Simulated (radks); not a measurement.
The numbers below are computed, except where a source is named.
Problem. All-electron atom: O IV in [He] 2s1 2p1 3s1 (not the ground configuration). Level of theory: Dirac Kohn-Sham, PBEsol, spin-unpolarised, spherical densities, point nucleus; open shells are shared between the two j in proportion to 2j + 1 (a radial shooting solver on a logarithmic mesh with Libxc functionals). Some entries of the table are withheld. Estimate them.

| orbital | occ. | eigenvalue (eV) | <r^2> (bohr^2) |
|---|---|---|---|
| 1s1/2 | 2 | -602.4994 | (1) |
| 2s1/2 | 1 | (2) | 1.051 |
| 2p1/2 | 0.333333 | -75.7158 | (3) |
| 2p3/2 | 0.666667 | -75.6452 | (4) |
| 3s1/2 | 1 | (5) | 7.220 |

Solution. 
(1) 1s1/2 <r^2> (bohr^2): 0.05348
(2) 2s1/2 eigenvalue (eV): -89.3735
(3) 2p1/2 <r^2> (bohr^2): 0.9299
(4) 2p3/2 <r^2> (bohr^2): 0.9316
(5) 3s1/2 eigenvalue (eV): -28.8745
